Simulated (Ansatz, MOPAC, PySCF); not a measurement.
Two conformers of C2H6OSi (SMILES C=C[SiH2]O), B3LYP-D3(BJ)/def2-TZVP minima.
Conformer 1 (charge 0, multiplicity 1):
```xyz
10

C      1.6348     0.0646     0.6128
C      0.7413     0.3075    -0.3459
Si    -0.9371    -0.4921    -0.3817
O     -2.1633     0.6190    -0.3331
H      1.4213    -0.6184     1.4291
H      2.6164     0.5273     0.6271
H      1.0160     1.0022    -1.1373
H     -1.1604    -1.2254    -1.6449
H     -0.9950    -1.4238     0.7737
H     -2.1739     1.2392     0.4002
```
Conformer 2 (charge 0, multiplicity 1):
```xyz
10

C     -1.770    -0.387     0.229
C     -0.607    -0.461    -0.416
Si     0.987     0.150     0.319
O      1.648     1.412    -0.524
H     -1.845     0.054     1.218
H     -2.697    -0.760    -0.194
H     -0.602    -0.915    -1.406
H      0.703     0.656     1.678
H      1.965    -0.968     0.367
H      2.217     1.218    -1.271
```

No zero-point or thermal terms.

Rows in 6-31G*, STO-3G carry no dispersion term and start afresh at each structure (6-31G* with six Cartesian d functions). The state reached by PM3, PM6, PM7 isn't checked; PM7 holds dispersion and hydrogen-bond terms.

Programs: Ansatz (Gaussian orbitals); MOPAC for PM3, PM6, PM7 (differences of heats of formation); PySCF for 6-31G* rows, STO-3G rows, the dispersion terms. Each number belongs to the level named beside it.

Other levels give for the electronic energy of conformer 2 less that of conformer 1: PBE/def2-TZVPP 0.75; B3LYP/def2-TZVPP 0.71; B3LYP-D3(BJ)/def2-TZVPP 0.76; wB97M-V/def2-TZVPP 0.76 kcal/mol.

Common cheap choices:

```tsv
level	electronic energy of conformer 2 less that of conformer 1 (kcal/mol)
PM3	0.42
PM6	0.19
PM7	0.44
HF/STO-3G	0.98
HF/6-31G*	0.85
BP86/6-31G*	0.97
B3LYP/6-31G*	0.91
M06-2X/6-31G*	0.90
```

Ansatz is a quantum-chemistry and plane-wave program.
